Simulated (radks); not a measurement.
Results of a calculation; reference values are marked as such.
Coulomb parameter of the 5d shell of neutral iridium in the model configuration [Xe] 4f14 5d5 6s2 6p2, as a second difference U = [E(n + 0.5) + E(n - 0.5) - 2 E(n)] / (0.5)^2 with all orbitals relaxed. "Bare": the charge of the atom changes with n. "Screened": the 6p shell takes up the change at fixed total charge, which measures U(5d,5d) + U(6p,6p) - 2 U(5d,6p). Level of theory: scalar-relativistic Kohn-Sham, PBE, spin-unpolarised, spherical densities, point nucleus (a radial shooting solver on a logarithmic mesh with Libxc functionals).

case,configuration,E - E(n) (eV)
start,[Xe] 4f14 5d5 6s2 6p2,0.000
bare +0.5,[Xe] 4f14 5d5.5 6s2 6p2,-5.994
bare -0.5,[Xe] 4f14 5d4.5 6s2 6p2,8.415
screened +0.5,[Xe] 4f14 5d5.5 6s2 6p1.5,-5.135
screened -0.5,[Xe] 4f14 5d4.5 6s2 6p2.5,5.761

U(bare) = 9.682 eV, U(screened by 6p) = 2.502 eV, against the Slater integral F0(5d,5d) = 15.670 eV with frozen orbitals. The step up makes a negative ion, whose loosely bound charge lowers the bare value.
